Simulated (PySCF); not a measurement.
Calculated properties of `[Si](C)(C)(C)N` (Si(NH2)Me3)

Species: Si(NH2)Me3, C3H11NSi.
Bonds: Si1–N2, Si1–C5, Si1–C9, Si1–C13. Hydrogens: H3, H4 on N2; H6, H7, H8 on C5; H10, H11, H12 on C9; H14, H15, H16 on C13.

From PBE0-D3(BJ)/def2-SVP geometry optimisation, gas phase (PySCF):

```
Rotational constants A, B, C : 3.253, 3.224, 3.073 GHz
```

**CAM-B3LYP/def2-SVPD ground state and vertical TDDFT (core frozen in the response) (PySCF)**

```
Dipole moment                                                     : 0.82 D
HOMO energy                                                       : -8.46 eV
LUMO energy                                                       : 1.01 eV
HOMO–LUMO gap                                                     : 9.47 eV
Lowest singlet excitation                                         : 6.33 eV (196 nm, f = 0.053)
Lowest triplet excitation (Tamm–Dancoff)                          : 6.01 eV
Static isotropic polarisability                                   : 72.1 au
Electronic spatial extent ⟨r²⟩ about the centre of nuclear charge : 638 bohr²
```

From B3LYP/pcSseg-1 ground state and GIAO shieldings, non-relativistic (PySCF):

```
13C chemical shifts (computed TMS as zero) by class         : 1.2 (C5/C9/C13) ppm
1H chemical shifts (computed TMS as zero) by class          : 0.00 (H6/H7/H8/H10/H11/H12/H14/H15/H16), -0.16 (H3/H4) ppm
Isotropic shieldings of nuclei other than C and H, by class : 240 (N2), 335 (Si1) ppm
```

delta-SCF UKS SCAN, pcX-2 on the ionised atom, pcseg-1 elsewhere, spin-free X2C; 2p3/2 from a spin–orbit splitting computed afterwards within the 2p shell (PySCF):

```
Core binding energies : Si2p3/2 106.0 (Si1), C1s 289.8 (C5/C9/C13), N1s 404.2 (N2), Si1s 1845.9 (Si1) eV
```

Monoisotopic mass (most abundant isotopes): 89.0661 u.

The dipole matches unit charges of opposite sign 0.17 Å apart (1 e·Å = 4.8032 D). The largest Löwdin shares of the HOMO are 0.55 on N2, 0.14 on C9, 0.10 on Si1 and 0.06 on H4. In wavenumbers S1 is 51000 cm⁻¹ (1 eV = 8065.54 cm⁻¹). S1 lies 3.14 eV below the HOMO–LUMO gap; its leading configuration is HOMO→LUMO, weight 0.81. The rotational constants are those of a nearly oblate symmetric top.

 NMR classes are plain means over equivalent atoms (diastereotopic ones count apart unless rotation or inversion swaps them), as if these changed places fast; in this geometry the members of some classes differ.

For the geometry optimisation (PBE0-D3(BJ)/def2-SVP), on AMD EPYC, one thread, shared host with 64 logical CPUs at a one-minute load of 56, this took 2.1 min wall, 95 s CPU and 0.53 GiB of memory at its peak.
